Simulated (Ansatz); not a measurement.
Species: C$_{3}$H$_{7}$N (charge 0, singlet). 
Structure (B3LYP-D3(BJ)/def2-TZVP (Ansatz, a first-principles code) minimum search):
SMILES: NC1CC1
```xyz
11

C     -0.8497    -0.8470     0.0764
C     -1.0015     0.6153    -0.2526
C      0.2265     0.1266     0.4582
N      1.4480     0.0820    -0.3035
H     -0.6250    -1.5170    -0.7419
H     -1.4652    -1.2665     0.8604
H     -1.7210     1.1983     0.3059
H     -0.8762     0.9048    -1.2868
H      0.2917     0.3716     1.5171
H      1.9213     0.9779    -0.2898
H      2.0862    -0.6120     0.0679
```
Charge 0, spin multiplicity 1.

Basis-set convergence of Hartree-Fock and CCSD correlation energies (hartree) with Ansatz. Valence correlation only, unless marked. Spin-orbit coupling is left out. No relativistic terms.

| basis | functions | E(HF) | E(corr, CCSD) |
|---|---|---|---|
| cc-pVDZ | 91 | -172.09891 | -0.63486 |
| cc-pVTZ | 218 | ___ | ___ |

Problem. Some entries are withheld; supply them.

Solution. 
- cc-pVTZ, E(HF): -172.14922
- cc-pVTZ, E(corr, CCSD): -0.75921
